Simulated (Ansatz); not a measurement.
`[SiH3][SiH2][SiH3]` + `[OH][In]([F])[F]` → `[F][In]([F])[O][SiH3]` + `[SiH3][SiH3]`  (cleavage of the Si–Si bond)

Isolated molecules relaxed with PBE0-D4/def2-TZVP in Ansatz; ΔE leaves out vibrations. CCSD(T)/CBS is the MP2 limit (def2-TZVPP, def2-QZVPP) plus CCSD(T) − MP2 in def2-TZVPP, frozen cores. Elements past krypton have def2 core potentials. For In outer-core shells are correlated without core-valence functions, which leaves a few kJ/mol of doubt a bond. Each species was taken in one conformer, which may not be the lowest.

`[SiH3][SiH2][SiH3]`:

```xyz
11

Si    0.377   -1.643   -0.983
Si   -0.861   -0.227    0.405
Si    0.253    1.809    0.687
H    -0.312   -2.947   -1.178
H     1.714   -1.895   -0.381
H     0.571   -1.002   -2.312
H    -1.060   -0.876    1.732
H    -2.203    0.016   -0.197
H     0.445    2.465   -0.635
H     1.590    1.571    1.294
H    -0.515    2.728    1.569
```

`[OH][In]([F])[F]`:

Z-matrix (Å, degrees):
```
In
O 1 1.954
F 1 1.935 2 121.1
F 1 1.922 2 123.4 3 -180.0
H 2 0.962 1 111.3 3 -0.0
```

`[F][In]([F])[O][SiH3]`:

Z-matrix (Å, degrees):
```
Si
O 1 1.643
H 1 1.484 2 107.7
H 1 1.489 2 110.9 3 -119.8
H 1 1.488 2 110.8 3 119.8
In 2 1.942 1 136.2 3 175.5
F 6 1.921 2 121.4 1 -179.8
F 6 1.928 2 121.9 1 0.1
```

`[SiH3][SiH3]`:

Z-matrix (Å, degrees):
```
Si
Si 1 2.338
H 1 1.488 2 110.3
H 1 1.488 2 110.3 3 120.0
H 1 1.488 2 110.3 3 -120.0
H 2 1.488 1 110.3 3 59.9
H 2 1.488 1 110.3 3 179.9
H 2 1.488 1 110.3 3 -60.1
```

```tsv
species	SCS-MP2/def2-QZVPP energy (Eh)
`[SiH3][SiH2][SiH3]`	-871.95127
`[OH][In]([F])[F]`	-464.95683
`[F][In]([F])[O][SiH3]`	-755.25345
`[SiH3][SiH3]`	-581.69365
```

Question: Work out ΔE.

Answer: ΔE = (-755.25345) + (-581.69365) − (-871.95127) − (-464.95683) = -0.03900 Eh = -102.4 kJ/mol. CCSD(T)/CBS gives -89.3 kJ/mol.

Largest T1 diagnostic among the species: 0.018.

In def2-TZVPP, CCSD(T) changes the Hartree–Fock value by +31.6 kJ/mol (the triples alone add +4.4 kJ/mol) and MP2 by +26.0 kJ/mol. Leaving LDA and LC-ωPBE aside and taking each functional with its dispersion term where it has one, the values, not all of them listed here, spread over 42.4 kJ/mol, from BHLYP-D4 to revPBE-D4. From BLYP to BHLYP (50 % exact exchange), in def2-TZVPP and without D4, ΔE moves by −20.8 kJ/mol.
